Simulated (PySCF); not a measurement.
This PySCF input asks for the NMR shieldings of SMILES CC(C[Si@H](/N=C\C)C)=O, C6H13NOSi; the geometry comes from GFN2-xTB.

```python
import basis_set_exchange as bse
import numpy as np
from pyscf import gto, dft
from pyscf.prop import nmr

atoms = """
C    -2.227414    1.465816   -1.160752
C    -1.459833    1.497217    0.110349
N    -0.899086    0.534298    0.686123
Si   -0.600930   -1.106256    0.278934
C    -0.295144   -1.964895    1.939276
C     1.032221   -1.073053   -0.755718
C     1.423259    0.346311   -0.932242
C     2.387487    0.874948    0.100732
O     0.958964    1.050759   -1.802894
H    -1.516307    1.683829   -1.959254
H    -2.642901    0.477584   -1.338148
H    -3.008028    2.221438   -1.176365
H    -1.351253    2.479694    0.574587
H    -1.587541   -1.861933   -0.513506
H    -1.212526   -2.022853    2.514580
H     0.434382   -1.431467    2.540631
H     0.067385   -2.977348    1.795273
H     0.824785   -1.519285   -1.724841
H     1.806942   -1.643534   -0.253175
H     3.317727    0.311689    0.065790
H     2.592961    1.927344   -0.076379
H     1.944441    0.749084    1.086149
"""
names = dict.fromkeys(["C", "N", "Si", "O", "H"], "pcSseg-1")
basis = {el: gto.basis.parse(bse.get_basis(n, elements=[el], fmt="nwchem")) for el, n in names.items()}
mol = gto.M(atom=atoms, basis=basis, charge=0, verbose=0)
mf = dft.RKS(mol, xc="PBE0")
mf.grids.level = 2
mf.grids.alignment = dft.numint.BLKSIZE   # the property module wants whole blocks of grid points
mf.conv_tol = 1e-9
mf.kernel()

calc = nmr.RKS(mf)   # GIAO
C = mf.mo_coeff
Co = C[:, mf.mo_occ > 0]
resp = mf.gen_response(singlet=True, hermi=2)
def vind(x):   # induced exchange potential for any number of trial vectors
    d = np.einsum("pi,xij,qj->xpq", C, 2 * x.reshape(-1, C.shape[1], Co.shape[1]), Co, optimize=True)
    return np.einsum("xpq,pi,qj->xij", resp(d - d.transpose(0, 2, 1)), C, Co, optimize=True).ravel()
mo1, _ = nmr.rhf.solve_mo1(calc, with_cphf=vind)
sigma = calc.kernel(mo1)
for i, s in enumerate(sigma):   # ppm
    w = np.linalg.eigvalsh((s + s.T) / 2)
    print("%2d %-2s iso %8.1f  s11 %8.1f  s22 %8.1f  s33 %8.1f" % (i, mol.atom_pure_symbol(i), w.mean(), *w))
```

Task: Give the expected output.

Result: 
```
 0 C  iso    156.7  s11    135.3  s22    148.9  s33    186.0
 1 C  iso     -2.0  s11   -106.7  s22    -27.0  s33    127.8
 2 N  iso   -102.1  s11   -411.1  s22   -140.0  s33    244.9
 3 Si iso    380.6  s11    335.0  s22    376.7  s33    430.1
 4 C  iso    185.3  s11    178.0  s22    186.2  s33    191.7
 5 C  iso    148.3  s11    112.8  s22    146.9  s33    185.3
 6 C  iso    -25.9  s11   -109.4  s22    -74.2  s33    105.9
 7 C  iso    151.6  s11    130.0  s22    133.2  s33    191.6
 8 O  iso   -299.7  s11   -835.4  s22   -387.4  s33    323.8
 9 H  iso     29.3  s11     24.8  s22     29.6  s33     33.4
10 H  iso     30.0  s11     26.2  s22     30.7  s33     33.1
11 H  iso     29.6  s11     26.8  s22     27.6  s33     34.5
12 H  iso     22.9  s11     20.4  s22     23.6  s33     24.8
13 H  iso     26.2  s11     22.9  s22     24.7  s33     30.9
14 H  iso     31.1  s11     26.9  s22     28.2  s33     38.3
15 H  iso     31.0  s11     26.9  s22     29.0  s33     37.1
16 H  iso     31.7  s11     27.8  s22     28.9  s33     38.4
17 H  iso     29.4  s11     26.9  s22     27.3  s33     34.1
18 H  iso     29.2  s11     27.2  s22     28.8  s33     31.7
19 H  iso     29.6  s11     26.2  s22     29.1  s33     33.6
20 H  iso     30.0  s11     26.7  s22     28.1  s33     35.3
21 H  iso     29.2  s11     26.4  s22     30.2  s33     31.0
```

These numbers come from an equivalent density-fitted implementation of the same equations, which agrees with the script to about 0.01 ppm for H and up to a few tenths of a ppm for heavy atoms, so last digits may differ.

Task: Turn these shieldings into chemical shifts. Shifts are taken against calculated references (same method and geometry level): 13C (σ = 186.93 ppm), 29Si (σ = 349.16 ppm), 1H (σ = 31.72 ppm) vs TMS; NH3 for 15N (σ = 267.73 ppm); H2O for 17O (σ = 336.08 ppm).

Result: Averaging equivalent atoms: C 6: 212.8; C 1: 188.9; C 5: 38.6; C 7: 35.3; C 0: 30.2; C 4: 1.6; N 2: 369.8; Si 3: -31.5; O 8: 635.8; H 12: 8.79; H 13: 5.55; H 18: 2.47; H 17: 2.27; H 19/20/21: 2.11; H 9/10/11: 2.08; H 14/15/16: 0.43 ppm. Unscaled 17O shifts of doubly bonded oxygen tend to come out too high, by tens of ppm or more. Experimental scales use liquid or dissolved standards, which lie at an offset from isolated NH3 (liquid NH3: subtract about 20 ppm) and H2O (liquid H2O: subtract about 36 ppm). Unscaled 15N shifts of sp2 nitrogen come out 20 to 40 ppm too high even then.

Size and cost of the density-fitted run: 225 basis functions, 54 s wall time on 1 thread of an Arm Neoverse V1, shared host; peak memory 1.1 GiB.
